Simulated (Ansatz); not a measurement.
System: WO3, charge -1, multiplicity 2. The spin state was set by rule; other spins were not relaxed. 
Coordinates optimised at B3LYP-D3(BJ)/def2-TZVP (Ansatz, a first-principles code):
```
W
O 1 1.7638
O 1 1.7638 2 115.89
O 1 1.7638 2 115.89 3 140.81
```
Charge -1, spin multiplicity 2.

Q: Give the harmonic wavenumbers at B3LYP-D3(BJ)/def2-TZVP (Ansatz, finite differences of forces, unscaled).

A: 149, 298, 298, 895, 895, 956 cm⁻¹. Zero-point energy 5.0 kcal/mol.

Q: From these and the geometry, give the ideal-gas thermochemistry at 298.15 K and 1 atm (rigid rotor, harmonic oscillator).

A: Point group C3v, rotational symmetry number 3. Rotational constants 6.606, 6.606, 3.534 GHz. S(trans) 42.22, S(rot) 22.96, S(vib) 5.93, S(elec, spin only) 1.38, S 72.5 cal/(mol K). H(298) - H(0) 3.40 kcal/mol; G - E(el) -13.2 kcal/mol.
